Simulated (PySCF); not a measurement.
Al(Br)(Me)2 (C₂H₆AlBr), SMILES [CH3][Al]([CH3])[Br]. Heavy atoms are numbered as in [Al:1]([Br:2])([CH3:3])[CH3:7]. Hydrogens are named by the atom that carries them.

The structure is a stationary point at PBE-D3(BJ)/def2-SVP. The structure was generated by enumeration; whether it is a known compound was not checked.

These are PySCF with PBE0/def2-TZVP values and carry that method's errors.

Atomic charges (e), one atom of each kind:

| atom | IAO | Löwdin |
|---|---|---|
| Al1 | 0.99 | -0.09 |
| Br2 | -0.33 | 0.22 |
| C3 (CH3) | -0.82 | -0.50 |
| H on C3 | 0.16 | 0.15 |
